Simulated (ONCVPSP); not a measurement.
# What one change does to a pseudopotential (W, ONCV)

tungsten (W), optimised norm-conserving Vanderbilt (ONCV), made with ONCVPSP 4.0.1 (PBE, scalar-relativistic). Core [Kr] 4d10 4f14 5s2, reference 5p6 5d4 6s2. Waves: 6s: rc 2.60 bohr, ncon 3, nbas 6, qcut 2.5 1/bohr, 3 projectors, debl 0.6 Ha; 5p: rc 1.65 bohr, ncon 4, nbas 7, qcut 7.7 1/bohr, 3 projectors, debl 3.7 Ha; 5d: rc 2.60 bohr, ncon 4, nbas 9, qcut 4.9 1/bohr, 3 projectors, debl 0.3 Ha. Local part: polynomial inside 1.35 bohr (lpopt 5, dvloc0 1 Ha). Core correction: Teter function, fcfact 3, rcfact 1.75.

Change: p: qcut 9.8.

Cutoffs: the cutoffs (Ha) at which the residual kinetic energy of the hardest occupied pseudo-wave falls to 1 and 0.1 mHa per electron; they do not see the model core or the augmentation charge, which bear on the density cutoff. Errors are all-electron minus pseudo energies relative to the spin-unpolarised reference configuration.

Problem. Predict the effect on cutoff, ghosts and configuration errors.

Solution. The potential gets harder (21 Ha and 26 Ha → 28 Ha and 34 Ha); both files keep a bound ghost (s); the errors of the 4 common tests hardly move. The waves are optimised to have the least kinetic energy above qcut, so the cutoff follows it (qcut²/2 in Ha).

```csv
quantity,base,changed
"cutoff, loose",21 Ha,28 Ha
"cutoff, tight",26 Ha,34 Ha
loose cutoff by channel,"s 3.1 Ha, p 21 Ha, d 10.0 Ha","s 3.1 Ha, p 28 Ha, d 10.0 Ha"
bound ghosts,s,s
GHOST(+) flags under 300 eV,none,none
"error for 5p6 5d4 6s1, meV [ΔE 8.88 eV]",-14,-14
"error for 5p6 5d4 6s0, meV [ΔE 24.56 eV]",-85,-83
"error for 5p6 5d3 6s0, meV [ΔE 49.95 eV]",-151,-147
"error for 5p6 5d4 6s0 6p1, meV [ΔE 14.34 eV]",-51,-50
s: phases at 2.63 bohr within 0.05 rad from the reference energy up to (Ha; the scan ends near 5),2.6,2.6
p: phases at 1.67 bohr within 0.05 rad from the reference energy up to (Ha; the scan ends near 5),to the end of the scan,to the end of the scan
d: phases at 2.63 bohr within 0.05 rad from the reference energy up to (Ha; the scan ends near 5),4.6,4.6
"rms error of d²Exc/dni dnj with the model core, mHa",1.58,1.56
```

 A true bound ghost makes a file unfit for plane-wave use even where its test errors are small: the radial tests pick states by their node count and pass the ghost by.
